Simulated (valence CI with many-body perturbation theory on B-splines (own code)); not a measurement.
Results of a calculation; reference values are marked as such.
## Hyperfine factors and g values of Er LXIV

Level of theory: valence CI with perturbative core correlation (CI+MBPT): three valence electrons over a frozen Dirac-Fock core [He], a basis of 11 s, 11 p, 10 d, 8 f, 5 g, 2 h functions for each j, with the one-electron correlation potential Σ1, the two-electron term Σ2, the three-electron term Σ3, Breit, model QED; selected CI, second order for the rest, scaled by the run's own slope (own B-spline code, finite nucleus).

No measured spectrum was set against this ion. As an estimate, large intervals hold to a few tenths of a per cent, small ones and those within an open d or f shell to about a per cent.

A/g_I is the dipole constant over the nuclear g factor μ/I (μ in nuclear magnetons, uniformly magnetised nucleus), B/Q the quadrupole constant per barn. Both hold the static response of the core; the bare values leave it out. Large factors of s and p1/2 electrons are usually good to 5 to 10 %; those of open d and f shells near neutrality can be off by tens of per cent, and small factors of p3/2, d and f electrons come from cancelling terms and can be off by a factor of two or in sign, in half-filled shells by more. B is blank for J = 1/2, where it vanishes, and for nearly pure S terms. Energies count from the lowest level.

Levels are named by their leading jj configuration (3d3/2^4 stands for four electrons in 3d with j = 3/2), which in mixed levels can hold well under half, so a name can repeat and another be missing. Letters in brackets count levels of one name in rising energy.

```csv
Level,E (eV),g,A/g_I (MHz),A/g_I bare,B/Q (MHz/b),B/Q bare
(2s^2 2p1/2) J=1/2,0.0,0.624,5230000,5210000,,
(2s 2p1/2^2) J=1/2,235.0,2.058,1.59e+07,1.57e+07,,
(2s^2 2p3/2) J=3/2,996.9,1.303,651000,665000,1270000,1280000
(2s 2p1/2 2p3/2) J=3/2 [a],1161.6,1.628,3880000,3860000,1000000,1000000
(2s 2p1/2 2p3/2) J=5/2,1200.2,1.317,4630000,4600000,1060000,1070000
(2s 2p1/2 2p3/2) J=1/2,1264.9,1.261,-5870000,-5770000,,
(2s 2p1/2 2p3/2) J=3/2 [b],1266.8,0.974,41500,72200,672000,673000
(2p1/2^2 2p3/2) J=3/2,1512.2,1.322,603000,633000,1220000,1220000
(2s 2p3/2^2) J=5/2,2176.3,1.417,3740000,3720000,205000,205000
(2s 2p3/2^2) J=1/2,2274.4,1.915,1.61e+07,1.59e+07,,
(2s 2p3/2^2) J=3/2,2275.2,1.173,-2440000,-2380000,-155000,-155000
(2p1/2 2p3/2^2) J=3/2,2465.2,1.437,-307000,-265000,79600,79700
(2p1/2 2p3/2^2) J=5/2,2487.4,1.167,1550000,1560000,-3940,-3940
(2p1/2 2p3/2^2) J=1/2,2538.8,0.624,5250000,5220000,,
(2p3/2^3) J=3/2,3501.9,1.287,631000,658000,-1300000,-1300000
(2s^2 3s) J=1/2,8735.0,1.985,4740000,4700000,,
(2s^2 3p1/2) J=1/2,8813.7,0.663,1570000,1560000,,
(2s 2p1/2 3s) J=1/2 [a],8892.1,2.355,9070000,8970000,,
(2s 2p1/2 3s) J=3/2,8917.4,1.538,8640000,8560000,-114000,-114000
(2s 2p1/2 3s) J=1/2 [b],8944.9,0.710,8260000,8190000,,
(2s 2p1/2 3p1/2) J=1/2 [a],8958.4,0.265,-947000,-917000,,
(2s 2p1/2 3p1/2) J=3/2,8984.8,1.095,7630000,7560000,-114000,-115000
(2s 2p1/2 3p1/2) J=1/2 [b],9024.5,1.927,1.62e+07,1.60e+07,,
(2s^2 3p3/2) J=3/2,9108.6,1.323,240000,245000,380000,381000
(2s^2 3d3/2) J=3/2,9162.5,0.788,136000,136000,71200,71800
(2p1/2^2 3s) J=1/2,9174.6,1.956,4100000,4060000,,
(2p1/2^2 3p1/2) J=1/2,9238.5,0.642,1390000,1380000,,
(2s^2 3d5/2) J=5/2,9242.1,1.191,176000,174000,103000,104000
(2s 2p1/2 3p3/2) J=3/2 [a],9263.8,1.391,767000,765000,378000,378000
(2s 2p1/2 3p3/2) J=5/2,9294.2,1.316,4250000,4220000,254000,255000
(2s 2p1/2 3p3/2) J=3/2 [b],9296.9,1.244,2420000,2400000,169000,169000
(2s 2p1/2 3p3/2) J=1/2,9303.3,1.352,-6280000,-6200000,,
(2s 2p1/2 3d3/2) J=3/2 [a],9306.2,0.568,-1380000,-1350000,78600,79100
(2s 2p1/2 3d3/2) J=5/2,9334.9,1.010,4250000,4210000,-31600,-31200
(2s 2p1/2 3d3/2) J=3/2 [b],9352.2,1.171,4290000,4240000,94200,94500
(2s 2p1/2 3d3/2) J=1/2,9356.9,0.434,-6730000,-6660000,,
(2s 2p1/2 3d5/2) J=5/2 [a],9397.5,1.307,1070000,1060000,83600,84300
(2s 2p1/2 3d5/2) J=7/2,9424.3,1.226,3090000,3060000,-41100,-40500
(2s 2p1/2 3d5/2) J=5/2 [b],9435.7,1.071,339000,340000,169000,169000
(2s 2p1/2 3d5/2) J=3/2,9436.2,1.107,-4000000,-3960000,36500,37000
```

(1) Take the isotope of mass number 167, with I = 7/2, μ = -0.5623 μN and Q = 3.57 b. What is the hyperfine structure of (2s 2p1/2 2p3/2) J=5/2?

Results:

(1) From the table A = -744000 MHz, B = 3800000 MHz. Shifts from the centre of gravity in MHz: F = 1: 1.04e+07, F = 2: 7830000, F = 3: 4380000, F = 4: 534000, F = 5: -3050000, F = 6: -5560000.
